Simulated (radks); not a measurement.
Excited configurations of Gd: one electron is placed in a higher orbital outside [Xe] 4f7 5d1 6s1. The ground configuration is [Xe] 4f7 5d1 6s2. Calculated with a radial shooting solver on a logarithmic mesh with Libxc functionals: Dirac Kohn-Sham, BLYP, spin-unpolarised, spherical densities, finite nucleus; open shells fill j = l - 1/2 first; Fermi nuclear charge, rms radius 5.1569 fm. Excitation = E - E(ground); binding = E(ion) - E, where the ion is the core of charge +1; n* = 1/sqrt(2 binding) in atomic units, and the quantum defect is n - n*.

outer orbital  excitation (eV)  binding (eV)  quantum defect  eigenvalue (eV)  <r> (bohr)
6p1/2                    2.694         3.849           4.120           -1.847       5.251
6d3/2                    5.119         1.424           2.909           -0.570       11.28
7s1/2                    4.444         2.099           4.454           -1.154       9.928
7p1/2                    4.946         1.597           4.082           -0.868       12.38
7f5/2                    6.027         0.516           1.865           -0.299       40.80

The Delta-SCF ionisation energy is 6.543 eV (NIST Atomic Spectra Database: 6.150 eV, measured). Self-interaction in the functional shifts the binding energies and quantum defects, so they are the method's values and not measured ones. Spin polarisation and multiplet splitting are left out, so open shells lie too high by an amount that depends on their filling.

Beside tabulated values, note that spin-unpolarised runs miss the spin-polarisation part of the exchange energy of open shells.
